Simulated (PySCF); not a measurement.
TaF5, SMILES [F][Ta]([F])([F])([F])[F], multiplicity 1. Coordinates come from a PBE-D3(BJ)/def2-SVP optimisation. The spin state was assumed, not searched. The isomer is the one that the SMILES or the coordinates give; other isomers of the formula were not compared. The def2 effective core potentials stand for the cores of Ta; spin–orbit coupling is left out.

All values below come from PySCF with PBE-D3(BJ)/def2-SVP.

Harmonic wavenumbers (cm⁻¹): 96, 96, 193, 193, 232, 270, 270, 651, 671, 704, 704, 712. Rotational constants (GHz): 2.538, 2.138, 2.138; symmetry number 6.

### Question
Work out the zero-point energy and the ideal-gas rigid-rotor harmonic-oscillator thermochemistry at 298.15 K and 1 atm.

### Answer
ZPE = ½ Σ hcν = ½ × 4790 cm⁻¹ = 6.85 kcal/mol. H − E(el) = 12.14 kcal/mol. Entropy in cal/(mol K): translation 42.74, rotation 24.16, vibration 18.14, total 85.04. G − E(el) = -13.22 kcal/mol. Cp = 25.06 cal/(mol K). Modes under 150 cm⁻¹ make the vibrational entropy uncertain.
